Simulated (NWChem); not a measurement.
AlSiH4Cl; SMILES [SiH3][AlH][Cl]

```xyz
7

Al    -0.7579    -0.1584     0.0022
Cl     0.4542    -1.8900     0.0000
H     -2.3220    -0.4128     0.0194
Si     0.3181     2.0403    -0.0011
H      0.1199     2.7057     1.3277
H     -0.3017     2.9252    -1.0396
H      1.7869     1.9494    -0.2669
```
Atoms are numbered in this order, from 1.

All runs: NWChem. STO-3G and 3-21G are far too small for this property and stand as cheap habits. All runs use the structure optimised with PBE0/def2-SVP. GIAO values for the isolated, static molecule; σ is the absolute isotropic shielding, δ = σ(reference) − σ with the isolated reference molecule computed at the same levels (1H: tetramethylsilane, 29Si: tetramethylsilane).

### Question
Order these runs by computing time, cheapest first, and give rough ratios: Hartree-Fock/STO-3G; B3LYP/IGLO-III; PBE/pcSseg-1.

### Answer
Hartree-Fock/STO-3G (1), PBE/pcSseg-1 (7), B3LYP/IGLO-III (40). Ratios are rough, from one shared machine; the cheapest took around 2.6 core-seconds (rough). What differs between the cheapest and the dearest: σ Al1 (ppm) 360.7 → 288.4; σ Cl2 (ppm) 1172.1 → 797.9; δ H3 (ppm) 3.38 → 5.64; δ Si4 (ppm) -76.3 → -127.4.
